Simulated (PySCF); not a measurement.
Atoms are numbered as in `[CH2:1]=[CH:2][c:3]1[p:4][cH:5][o:6][c:7]1[C:8](=[O:9])[O:10][CH3:11]`. Each H is labelled by its parent atom. Ha(C1) is cis to C3; Hb(C1) is trans to C3.

PySCF calculation with shielding tensors at PBE0/pcSseg-1 (GIAO) and geometry: GFN2-xTB; isolated molecule, rapidly exchanging positions averaged, one computed conformer, no relativistic terms.

References, each an isolated molecule treated in the same way: ¹³C (σref 186.93), ¹H (σref 31.72) vs TMS; ³¹P (σref 318.38) vs H3PO4; H2O for ¹⁷O (σref 336.08).

```tsv
atoms	nucleus	count	Hirshfeld charge	δ (ppm)
H(C2)	¹H	1	0.04	?
Hb(C1)	¹H	1	0.05	5.88
Ha(C1)	¹H	1	0.04	?
P4	³¹P	1	0.07	134.9
C11	¹³C	1	-0.03	?
C2	¹³C	1	-0.05	138.8
C8	¹³C	1	0.20	166.0
O10	¹⁷O	1	-0.10	190.4
H(C5)	¹H	1	0.06	8.84
C1	¹³C	1	-0.09	?
C3	¹³C	1	-0.07	?
O6	¹⁷O	1	-0.04	356.9
H(C11)	¹H	3	0.05	4.09
C5	¹³C	1	-0.03	192.0
O9	¹⁷O	1	-0.24	409.1
C7	¹³C	1	0.04	150.7
```

**Question.** Estimate the values marked ?.

**Answer.** 
- C3: 164.1 ppm, substituted aromatic carbon
- C1: 128.7 ppm, terminal =CH2 carbon; as expected for a trigonal carbon in a double bond
- C11: 53.5 ppm, methyl carbon bonded to O; pulled downfield by the heteroatom
- H(C2): 8.65 ppm, hydrogen on an alkene CH
- Ha(C1): 6.75 ppm, hydrogen on a terminal =CH2 carbon; a vinylic proton, deshielded by the sp2 carbon and the C=C anisotropy

Shifts are as computed. Against solution values, carbons near 30 ppm lie about +3 ppm off and those near 130 ppm about +5 ppm. Of 1211 compounds with measured shifts, 218 miss one by over three times the rms of a fit or turn the order of signals round; such compounds aren't used in these exercises. Unscaled 17O shifts of doubly bonded oxygen tend to come out too high, by tens of ppm or more. Experimental scales use liquid or dissolved standards, which lie at an offset from isolated H2O (liquid H2O: subtract about 36 ppm) and H3PO4.
